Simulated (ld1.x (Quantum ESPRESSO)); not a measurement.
Reading a pseudo-wave (B (Z = 5))

Columns: radius, all-electron u(r) and pseudo u(r) of the 2s shell (level -9.39 eV) of boron in the configuration [He] 2s2 2p1; LDA (PZ), non-relativistic, TM scheme, ld1.x (Quantum ESPRESSO) 7.5.

| r (bohr) | all-electron | pseudo |
| --- | --- | --- |
| 0.198 | 0.3035 | -0.0801 |
| 0.395 | 0.0990 | -0.1740 |
| 0.593 | -0.1818 | -0.2948 |
| 0.790 | -0.4156 | -0.4398 |
| 0.988 | -0.5800 | -0.5809 |
| 1.185 | -0.6779 | -0.6778 |
| 1.383 | -0.7233 | -0.7233 |
| 1.580 | -0.7297 | -0.7297 |
| 1.778 | -0.7093 | -0.7093 |
| 1.975 | -0.6719 | -0.6719 |
| 2.173 | -0.6242 | -0.6242 |
| 2.370 | -0.5718 | -0.5718 |
| 2.568 | -0.5177 | -0.5177 |
| 2.765 | -0.4648 | -0.4648 |
| 2.963 | -0.4141 | -0.4141 |
| 3.160 | -0.3669 | -0.3669 |
| 3.358 | -0.3233 | -0.3233 |
| 3.555 | -0.2839 | -0.2839 |
| 3.753 | -0.2482 | -0.2482 |
| 3.950 | -0.2164 | -0.2164 |
| 4.148 | -0.1881 | -0.1881 |
| 4.345 | -0.1632 | -0.1632 |
| 4.542 | -0.1413 | -0.1413 |
| 4.740 | -0.1220 | -0.1220 |
| 4.938 | -0.1052 | -0.1052 |
| 5.135 | -0.0907 | -0.0907 |

Question: How many radial nodes do the two functions have?

Answer: The all-electron 2s function has n − l − 1 = 1; the pseudo-wave has 0, since the states of the same l below it are removed with the core.

Question: At about which radius was the pseudo-wave matched?

Answer: 1.35 bohr, where the columns begin to agree (steps of 0.20 bohr).

Question: Is the pseudo-wave norm-conserving?

Answer: Yes: the TM scheme keeps the norm inside the radius equal to the all-electron one, which fixes the energy derivative of the logarithmic derivative at the level.
